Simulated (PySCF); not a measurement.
## Computed properties of CH₅BrO₂Si, SMILES Br[Si](O)(O)C

CH₅BrO₂Si, SMILES O[Si](O)(Br)C. Coordinates come from a B3LYP-D3(BJ)/def2-SVP optimisation. Other conformers were not sampled. All values are computed for the isolated molecule unless a solvent is named; none is compared with measurement here.

**Structure.** All 24 harmonic modes at B3LYP-D3(BJ)/def2-SVP (PySCF) are real, so it is a minimum. With heavy atoms numbered as in [CH3:1][Si:2]([OH:3])([OH:4])[Br:5], the shortest bond between them is Si2–O4 at 1.651 Å and the longest Si2–Br5 at 2.265 Å.

**Vibrations.** The strongest infrared lines (harmonic, unscaled, degenerate partners summed) lie at 838 cm⁻¹ (300 km/mol, H 60 %, O 16 %, Si 13 %, C 11 %), 819 cm⁻¹ (149 km/mol, H 73 %, O 15 %, C 10 %), 969 cm⁻¹ (147 km/mol, Si 47 %, O 39 %, H 13 %). The softest mode is at 97 cm⁻¹ and the zero-point energy is 41.6 kcal/mol.

**Electronic structure.** HF/def2-TZVP (PySCF) places the frontier levels at -11.44 and 3.33 eV, a gap of 14.77 eV, and gives a dipole moment of 0.97 D and a mean polarisability of 56.3 bohr³. PBE/def2-TZVP (PySCF) at the same geometry gives -7.06 and -0.39 eV, so its gap is 8.10 eV narrower. An orbital gap is neither the optical nor the fundamental gap.

**Excitations.** TDDFT-B3LYP/def2-SVPD (PySCF) has S1 at 6.87 eV (180 nm, f = 0.044, weak); the most intense of the 10 singlets computed lies at 7.58 eV (f = 0.09). T1 (TDA) is at 6.65 eV. TDDFT-PBE/def2-SVPD (PySCF) puts S1 at 6.31 eV. No vertical singlet excitation falls in the visible range (under 3.1 eV).

**NMR.** GIAO shifts at PBE0/pcSseg-1 (PySCF) (non-relativistic, atoms alike by connectivity averaged): ¹³C at 5.2 ppm against TMS; ¹H from 0.8 to 2.6 ppm against TMS; ²⁹Si at 1.8 ppm against TMS. Without spin–orbit terms, shifts of atoms bonded to Cl or Br come out too high.

**Solvation.** SMD-PBE0/def2-SVP (PySCF) gives -8.0 kcal/mol in water, -6.7 kcal/mol in ethylethanoate, -6.7 kcal/mol in diethylether (1 M in both phases, gas-phase geometry); of these solvents water holds the molecule best.
